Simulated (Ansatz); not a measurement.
Frontier orbitals of ClF$_{2}$HSTi (`[F][Ti]([F])([SH])[Cl]`).

Z-matrix (Å, degrees):
```
Ti
F 1 1.735
S 1 2.265 2 105.8
F 1 1.740 2 113.2 3 118.7
Cl 1 2.182 2 110.8 3 -119.0
H 3 1.349 1 90.4 2 163.4
```

Charge 0, multiplicity 1. Correlated methods include outer-core shells of Ti, which these sets cover unevenly. Scalar relativity is left out up to krypton. The structure was optimised at the PBE0-D4/def2-TZVP level. It is one conformer, not always the lowest. Basis def2-TZVPP, the Gaussian-basis code of Ansatz.

Orbital energies of one run (eV). Highest occupied ones, from the top: -8.01, -9.25, -9.53, -9.75, -10.70, -11.61, -12.17, -12.53, -12.73, -12.80, -13.32, -13.39, -20.31, -22.54. Empty: -3.66, -3.60, -2.98, -2.43, -2.36, -0.64.

**Question.** Which functional gave them?
A. LDA (SPW92)
B. HSE06 (plane-wave form)
C. revPBE
D. PBE

**Answer.** B. HOMO energies: HSE06 -8.01, PBE -7.17, LDA (SPW92) -7.34, revPBE -7.11 eV.
